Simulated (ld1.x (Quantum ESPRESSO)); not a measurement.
zinc (Zn): one change to a PAW potential, before and after

```
Element                 : Zn (Z = 30)
Generator               : ld1.x (Quantum ESPRESSO) 7.5
Type                    : PAW
Functional              : Wu–Cohen
Relativity              : scalar-relativistic
Frozen core             : [Ar]
Valence charge          : 12
Reference configuration : 3d10 4s2 4p0
Partial waves           : 4s (bound): rcut 1.70, rcutus 2.30 bohr; 4s channel at 0.95 Ry: rcut 1.70, rcutus 2.30 bohr; 4p (bound, empty): rcut 2.35, rcutus 3.15 bohr; 4p channel at 4.55 Ry: rcut 2.35, rcutus 3.15 bohr; 3d (bound): rcut 1.00, rcutus 1.40 bohr; 3d channel at 3.6 Ry: rcut 1.00, rcutus 1.40 bohr
Local potential         : all-electron potential smoothed inside 1.60 bohr (lloc = -1)
Core correction         : Bessel-smoothed model core, default radius (core density twice the valence density)
Augmentation charge     : BESSEL, radius 0.95 bohr
```

Change: wave 3d channel at 3.6 Ry: rcut 1.00, rcutus 1.40 bohr becomes 3d channel at -0.37 Ry: rcut 1.00, rcutus 1.40 bohr.

Cutoffs: the cutoffs (Ry, on a coarse ladder) from which the occupation-weighted sum of valence levels, in a spherical-Bessel basis at the reference potential, stays within 10 and 1 mRy of its value at 400 Ry; they do not see the model core or the augmentation charge, which bear on the density cutoff. Errors are all-electron minus pseudo energies relative to the spin-unpolarised reference configuration.

Task: How do hardness, ghosts and transferability respond?

Result: The potential gets neither clearly harder nor softer (55 Ry and 90 Ry → 55 Ry and 90 Ry); of the 7 tests that both files solve, the error grows in 3 and shrinks in 2 by more than 15 % and 0.3 meV (median size 3.6 → 4.4 meV); neither file shows a bound ghost.

```tsv
quantity	base	changed
cutoff, loose	55 Ry	55 Ry
cutoff, tight	90 Ry	90 Ry
bound ghosts	none	none
error for 3d10 4s1 4p0, meV [ΔE 9.92 eV]	+0.9	+1.3
error for 3d10 4s0 4p0, meV [ΔE 28.27 eV]	-1.7	+0.1
error for 3d9 4s0 4p0, meV [ΔE 68.82 eV]	-158	-178
error for 3d9 4s2 4p1, meV [ΔE 12.30 eV]	-50	-23
error for 3d10 4s1 4p1, meV [ΔE 5.17 eV]	-0.5	-0.9
error for 3d9 4s2 4p0, meV [ΔE 17.95 eV]	-53	-49
error for 3d10 4s0 4p2, meV [ΔE 10.68 eV]	-3.6	-4.4
s: phases at 3.38 bohr within 0.05 rad from the reference energy up to (Ry; the scan ends near 5)	4.0	4.0
p: phases at 3.38 bohr within 0.05 rad from the reference energy up to (Ry; the scan ends near 5)	2.1	2.1
d: phases at 3.38 bohr within 0.05 rad from the reference energy up to (Ry; the scan ends near 5)	to the end of the scan	to the end of the scan
lowest overlap eigenvalue by channel	s 0.34, p 0.62, d 0.88	s 0.34, p 0.62, d 1.00
```
